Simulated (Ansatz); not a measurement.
Gas-phase reaction R1 → P1 + P2, each structure at its B3LYP-D3(BJ)/def2-TZVP stationary point, reached from a drawn start (curvature not checked).
R1, F4Ti (SMILES [F][Ti]([F])([F])[F]) (charge 0, multiplicity 1):
```xyz
5

Ti     0.000     0.000     0.000
F      1.017     0.998     1.017
F      1.004    -1.016    -1.012
F     -0.999     1.024    -1.010
F     -1.023    -1.005     1.005
```
P1, F3Ti (SMILES [F][Ti]([F])[F]) (charge 0, multiplicity 2):
```xyz
4

Ti     0.0000     0.0000    -0.0003
F      1.7796    -0.0100    -0.0098
F     -0.8812     1.5462    -0.0013
F     -0.8983    -1.5362     0.0113
```
P2: F atom, charge 0, multiplicity 2.

P less R. No zero-point or thermal terms; singlets are restricted closed shells; open shells are unrestricted; no spin–orbit coupling. The spin states of the d-block species are the ones drawn and need not be the lowest.

Cores are frozen in the correlated methods. CBS: X⁻³ extrapolation of the correlation energy, Hartree–Fock from the larger set.

Codes used: Ansatz (Gaussian basis) for Hartree–Fock, density functionals and correlated methods. No computed number here is a measurement.

**Question.** What is the computed reaction energy (MP2/CBS(def2-TZVPP, def2-QZVPP))?

**Answer.** 139.0 kcal/mol

**Question.** Give the reaction energy at the level CCSD/def2-TZVPP.

**Answer.** 118.1 kcal/mol

**Question.** Predict the reaction energy from CCSD(T)/CBS(def2-TZVPP, def2-QZVPP).

**Answer.** 128.0 kcal/mol

Ansatz is a first-principles code.
